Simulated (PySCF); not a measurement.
Orbital picture of BAs

PBE0 at R = 1.855 Å; B pcseg-1, As pcseg-1; no relativity (PySCF 2.14). State: ³Π (triplet), unpaired electrons σ ↑, π ↑. Only the outer orbitals are listed, counted within each symmetry.

```csv
spin,orbital,occ.,ε (eV),on B (%),main shells (%)
α,8σ,1,-17.85,22,"72 As s, 17 B s"
α,9σ,1,-11.23,54,"51 B s, 24 As p, 21 As s"
α,4π,1,-7.88,29,"70 As p, 28 B p"
α,10σ,1,-7.69,64,"47 B p, 33 As p, 16 B s"
α,4π,1,-7.07,35,"64 As p, 34 B p"
α,5π,0,-2.05,65,"65 B p, 31 As p"
α,5π,0,-1.53,60,"60 B p, 37 As p"
α,11σ,0,3.01,60,"60 B p, 43 As p, 8 As d"
β,8σ,1,-16.66,23,"73 As s, 16 B s"
β,9σ,1,-9.75,37,"40 As p, 36 B s, 22 As s"
β,4π,1,-6.67,26,"73 As p, 26 B p"
β,4π,0,-4.48,28,"71 As p, 28 B p"
β,10σ,0,-3.23,80,"42 B s, 38 B p, 19 As p"
β,5π,0,-0.76,67,"67 B p, 28 As p"
```

Q: Which are the highest filled and the lowest empty level, where do they sit, and how wide is the gap?

A: Highest filled β 4π at -6.67 eV (in %: 73 As p, 26 B p); lowest empty β 4π at -4.48 eV (in %: 71 As p, 28 B p); the gap at PBE0 is 2.19 eV. Both belong to one degenerate shell, split only by its one-sided filling, so this is no excitation gap.

```json
{"bond order (Mayer)": "2.17", "⟨S²⟩": "2.011", "charge on B (Mulliken, basis-dependent)": "0.10", "charge on B (Löwdin, basis-dependent)": "-0.10", "dipole moment (positive dipole means B(−)As(+))": "0.00 D", "polarisability along the bond": "62.4 bohr³", "polarisability across the bond": "28.4 bohr³"}
```

Spin–orbit coupling is left out. The state is the lowest determinant that a PBE0 search found; another state may lie lower at other levels.
